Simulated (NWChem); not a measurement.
System: BHBrCl; SMILES ClBBr

Input file for NWChem:

```
start job
memory heap 200 mb stack 900 mb global 1100 mb
geometry units angstroms noautosym nocenter noautoz
  B     -0.747053    -0.588948     0.000008
  H     -1.945145    -0.650492     0.002821
  Cl     0.193421    -2.048782    -0.000198
  Br     0.087414     1.113470    -0.000219
end
basis spherical
  B library aug-cc-pvdz
  H library aug-cc-pvdz
  Cl library aug-cc-pvdz
  Br library aug-cc-pvdz
end
dft
  xc xcamb88 1.00 lyp 1.0 hfexch 1.00
  cam 0.33 cam_alpha 0.0 cam_beta 1.0
  iterations 150
end
property
  response 1 0.0
end
task dft property
```

Coordinates come from a PBE0/def2-SVP optimisation.

Static field.

Question: Give the results of this calculation. (LC-BLYP (range parameter 0.33 per bohr)/aug-cc-pVDZ.) Quantities: isotropic polarisability (bohr³); anisotropy (bohr³).

Answer: 
| Item | Value |
|---|---|
| isotropic polarisability (bohr³) | 49.0 |
| anisotropy (bohr³) | 25.0 |
